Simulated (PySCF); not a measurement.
C$_{2}$H$_{2}$F (SMILES [CH]=CF), doublet, geometry from GFN2-xTB; R2SCAN/6-31G** run with PySCF.

The PySCF input:
```python
from pyscf import gto, scf, dft

mol = gto.M(
    atom='''
C     0.038313    0.377487   -0.001989
C     1.239353   -0.086885   -0.037293
F    -1.073317   -0.381698    0.033302
H    -0.247823    1.437296    0.004333
H     2.241676    0.254371   -0.068359
''',
    basis='6-31g**',
    charge=0,
    spin=1,
    verbose=4,
)

mf = dft.UKS(mol)
mf.xc = 'r2scan'
mf.grids.atom_grid = (99, 590)
mf.grids.prune = None
mf.kernel()
```

**Question.** What does PySCF print? Leave out banner, timings and long lists.

**Answer.** 
```
PySCF version 2.14.0

[INPUT] verbose = 4
[INPUT] num. atoms = 5
[INPUT] num. electrons = 23
[INPUT] charge = 0
[INPUT] spin (= nelec alpha-beta = 2S) = 1
[INPUT] symmetry False subgroup None
[INPUT] Mole.unit = angstrom
[INPUT] Symbol           X                Y                Z      unit          X                Y                Z       unit  Magmom
[INPUT]  1 C      0.038313000000   0.377487000000  -0.001989000000 AA    0.072401077010   0.713347045584  -0.003758665262 Bohr   0.0
[INPUT]  2 C      1.239353000000  -0.086885000000  -0.037293000000 AA    2.342037741658  -0.164188854333  -0.070473556363 Bohr   0.0
[INPUT]  3 F     -1.073317000000  -0.381698000000   0.033302000000 AA   -2.028275174840  -0.721304682294   0.062931659400 Bohr   0.0
[INPUT]  4 H     -0.247823000000   1.437296000000   0.004333000000 AA   -0.468317597368   2.716095799933   0.008188183298 Bohr   0.0
[INPUT]  5 H      2.241676000000   0.254371000000  -0.068359000000 AA    4.236153700011   0.480691524032  -0.129179788149 Bohr   0.0

nuclear repulsion = 61.0652134318269
number of shells = 24
number of NR pGTOs = 95
number of NR cGTOs = 52
basis = 6-31g**
ecp = {}

******** <class 'pyscf.dft.uks.UKS'> ********
method = UKS
initial guess = minao
damping factor = 0
level_shift factor = 0
DIIS = <class 'pyscf.scf.diis.CDIIS'>
diis_start_cycle = 1
diis_space = 8
diis_damp = 0
SCF conv_tol = 1e-09
SCF conv_tol_grad = None
SCF max_cycles = 50
direct_scf = True
direct_scf_tol = 1e-13
number electrons alpha = 12  beta = 11
XC library pyscf.dft.libxc version 7.1.2
    S. Lehtola, C. Steigemann, M. J. T. Oliveira, and M. A. L. Marques,  SoftwareX 7, 1–5 (2018)
XC functionals = r2scan
    J. W. Furness, A. D. Kaplan, J. Ning, J. P. Perdew, and J. Sun,  J. Phys. Chem. Lett. 11, 8208–8215 (2020)
    J. W. Furness, A. D. Kaplan, J. Ning, J. P. Perdew, and J. Sun,  J. Phys. Chem. Lett. 11, 9248–9248 (2020)
    J. W. Furness, A. D. Kaplan, J. Ning, J. P. Perdew, and J. Sun,  J. Phys. Chem. Lett. 11, 8208–8215 (2020)
    J. W. Furness, A. D. Kaplan, J. Ning, J. P. Perdew, and J. Sun,  J. Phys. Chem. Lett. 11, 9248–9248 (2020)
radial grids:
    Treutler-Ahlrichs [JCP 102, 346 (1995); DOI:10.1063/1.469408] (M4) radial grids

becke partition: Becke, JCP 88, 2547 (1988); DOI:10.1063/1.454033
pruning grids: None
grids dens level: 3
symmetrized grids: False
atomic radii adjust function: <function treutler_atomic_radii_adjust>
User specified grid scheme (99, 590)
small_rho_cutoff = 0
Set gradient conv threshold to 3.16228e-05
tot grids = 292056
init E= -177.280933739535

cycle= 1 E= -176.998988559742  delta_E= 0.282  |g|= 0.315  |ddm|= 1.53
cycle= 2 E= -176.962697772415  delta_E= 0.0363  |g|= 0.477  |ddm|= 0.599
cycle= 3 E= -177.036297343135  delta_E= -0.0736  |g|= 0.0697  |ddm|= 0.386
cycle= 4 E= -177.038313825848  delta_E= -0.00202  |g|= 0.0228  |ddm|= 0.0763
cycle= 5 E= -177.038492555333  delta_E= -0.000179  |g|= 0.0186  |ddm|= 0.0361
cycle= 6 E= -177.038709626156  delta_E= -0.000217  |g|= 0.00399  |ddm|= 0.0193
cycle= 7 E= -177.03874200183  delta_E= -3.24e-05  |g|= 0.00195  |ddm|= 0.00937
cycle= 8 E= -177.038758826023  delta_E= -1.68e-05  |g|= 0.000592  |ddm|= 0.0101
cycle= 9 E= -177.038760352385  delta_E= -1.53e-06  |g|= 0.000151  |ddm|= 0.00363
cycle= 10 E= -177.038760392466  delta_E= -4.01e-08  |g|= 3.11e-05  |ddm|= 0.000523
cycle= 11 E= -177.03876039391  delta_E= -1.44e-09  |g|= 1.59e-05  |ddm|= 0.000102
cycle= 12 E= -177.038760394003  delta_E= -9.25e-11  |g|= 8.95e-06  |ddm|= 2.07e-05
Extra cycle  E= -177.038760393959  delta_E= 4.37e-11  |g|= 1.47e-05  |ddm|= 1.52e-05
converged SCF energy = -177.038760393959  <S^2> = 0.76502679  2S+1 = 2.0149708
```
